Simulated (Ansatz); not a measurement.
Ideal-gas functions of AlBrH3NSi, SMILES `Br[SiH]1[NH][AlH]1` at 600 K and 1 bar, from an Ansatz frequency run at PBE0-D4/def2-TZVP.

Molar mass 152.0 g/mol, point group C1 (symmetry number 1), electronic degeneracy 1, moments of inertia 55.383, 434.689, 447.354 u Å². Harmonic wavenumbers (cm⁻¹, unscaled): 119, 187, 343, 416, 447, 510, 619, 645, 719, 806, 894, 956, 1955, 2204, 3596.

Use S(trans) = R[1.5 ln M + 2.5 ln T − 1.1517]; rotational temperatures θ = 24.2544 K / I; S(rot) = R[ln(√π/σ · √(T³/θAθBθC)) + 1.5]; for each mode x = 1.438777 ν̃/T, S = R[x/(eˣ − 1) − ln(1 − e⁻ˣ)] and H = RT x/(eˣ − 1); 1 cm⁻¹ = 0.0119627 kJ/mol; R = 8.31446 J/(mol·K).

By hand: the entropy, in J/(mol·K).

Translation 186.0. Rotation: θ = 0.4379, 0.0558, 0.0542 K, giving 124.6. Vibration, mode by mode: 18.77, 15.05, 10.17, 8.67, 8.12, 7.14, 5.75, 5.47, 4.74, 4.02, 3.40, 3.03, 0.44, 0.27, 0.01, in all 95.1. Electronic 0.0. Sum 405.7 J/(mol·K).

By hand: H − E and G − E in kJ/mol, counted from the electronic energy.

Zero-point energy ½ × 14416 × 0.0119627 = 86.2; thermal vibration 30.5; translation, rotation and pV give 4 RT = 20.0. H − E = 136.7 kJ/mol, and G − E = 136.7 − 600 × 405.7/1000 = -106.7 kJ/mol.

Vibration gives 23 % of the entropy, 18.8 J/(mol·K) of it from the mode under 150 cm⁻¹: soft modes count most, and the harmonic formula is weakest for them. The sum counts one conformer and one mirror image; others add a mixing term.
